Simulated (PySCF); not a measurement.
## How exact exchange moves a shielding

Molecule: SMILES CO[Si@H](Cl)O[SiH3], CH7ClO2Si2.

Atom-mapped SMILES (the numbers label the heavy atoms): `[CH3:1][O:2][Si@H:3]([Cl:4])[O:5][SiH3:6]`. Each H is labelled by its parent atom.

GIAO shieldings (ppm, equivalent atoms averaged) in PySCF 2.14 on the PBE0-D3(BJ)/def2-SVP geometry, basis pcSseg-1, gas phase, non-relativistic:

```csv
functional,exact exchange (%),σ(C1),σ(O5),σ(O2),σ(Si6)
BLYP,0,121.8,265.5,267.4,368.6
BP86,0,126.3,268.6,271.0,371.2
PBE,0,127.0,268.8,270.3,372.6
B3LYP,20,127.0,274.7,280.7,380.4
PBE0,25,132.8,279.7,286.0,387.9
BHandHLYP,50,133.7,285.8,297.0,399.8
HF,100,143.8,301.3,318.9,435.6
```

(1) Fit each shielding as a line in the percentage of exact exchange.

(2) What does the line predict for mPW1PW91 (25 %), and what does the run give?

Answers

(1) σ(C1) = 125.2 + 0.19 x (rms 2.0 ppm); σ(O5) = 268.3 + 0.34 x (rms 1.6 ppm); σ(O2) = 270.6 + 0.50 x (rms 1.8 ppm); σ(Si6) = 370.1 + 0.64 x (rms 2.0 ppm). The functionals also differ in their semilocal parts, which the line can't hold; Hartree–Fock has no correlation at all.

(2) σ(C1): 129.9 predicted, 131.8 computed; σ(O5): 276.8 predicted, 279.5 computed; σ(O2): 283.1 predicted, 285.7 computed; σ(Si6): 386.1 predicted, 386.5 computed ppm.
